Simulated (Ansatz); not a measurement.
CH3N, SMILES `C=N` (excited triplet) (charge 0, multiplicity 3). This triplet is an excited state, 2.99 eV above the relaxed singlet at the level composite: frozen-core CCSD(T) with HF/cc-pVQZ and the correlation energy extrapolated as X^-3 from cc-pVTZ and cc-pVQZ, plus CCSDT(Q) minus CCSD(T) in cc-pVTZ // B3LYP-D3(BJ)/def2-TZVP (Ansatz, an electronic-structure program).

Cartesian coordinates (Å):
SMILES: N=C
```xyz
5

C     -0.4211    -0.0531     0.1191
N      0.8050     0.1751    -0.4410
H     -0.9681    -0.9278    -0.2301
H     -1.0178     0.8216     0.3741
H      1.6019    -0.0158     0.1779
```
Charge 0, spin multiplicity 3.

Frozen-core energies in cc-pVTZ from Ansatz at a geometry from B3LYP-D3(BJ)/def2-TZVP; the HF reference has <S^2> = 2.02 and the T1 diagnostic is 0.021.

```
level     energy (Ha)  difference from CCSDT(Q) (mHa)
--------  -----------  ------------------------------
HF          -94.00059                          364.61
MP2         -94.32198                           43.22
CCSD        -94.35128                           13.92
CCSD(T)     -94.36382                            1.38
CCSDT       -94.36470                            0.50
CCSDT(Q)    -94.36520                            0.00
```
